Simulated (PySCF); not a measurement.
# Diatomics of H with the fifth-period p block

CCSD(T) with double-zeta basis sets in PySCF, for the lowest determinant that a PBE0 search found; no spin–orbit coupling. De refers to high-spin ground-configuration atoms.

```tsv
M	basis	reference, frozen orbitals	state (unpaired electrons)	Re (Å)	ωe (cm⁻¹)	De (eV)
In	def2-SVP	RHF, 4	singlet (closed shell)	1.849	1473	2.55
Sn	def2-SVP	UHF, 4	doublet (π ↑)	1.781	1704	2.42
Sb	def2-SVP	UHF, 4	triplet (π ↑↑)	1.724	1898	2.28
Te	aug-cc-pVDZ-PP/aug-cc-pVDZ	UHF, 4	doublet (π ↑)	1.666	2117	2.79
I	x2c-SVPall	RHF, 18	singlet (closed shell)	1.610	2334	3.20
```

The shortest bond is that of HI (1.610 Å), the longest that of InH (1.849 Å).

The rows differ in basis set, which adds steps of its own.

The state changes along the series, so neighbouring rows are not always alike in their bonding.

Correlated steps freeze the inner cores (4 to 18 orbitals); shallow outer-core shells are correlated. Correlated levels converge slowly with the basis: in double zeta they bind strong bonds too weakly, by up to about 1 eV, and carry superposition errors of some tenths. Spin–orbit coupling is left out, which matters for elements this heavy, above all for dissociation energies. Where the molecule has an RHF reference, its open-shell atoms are computed with UHF. States were picked by a PBE0 search and need not be the measured ground states.
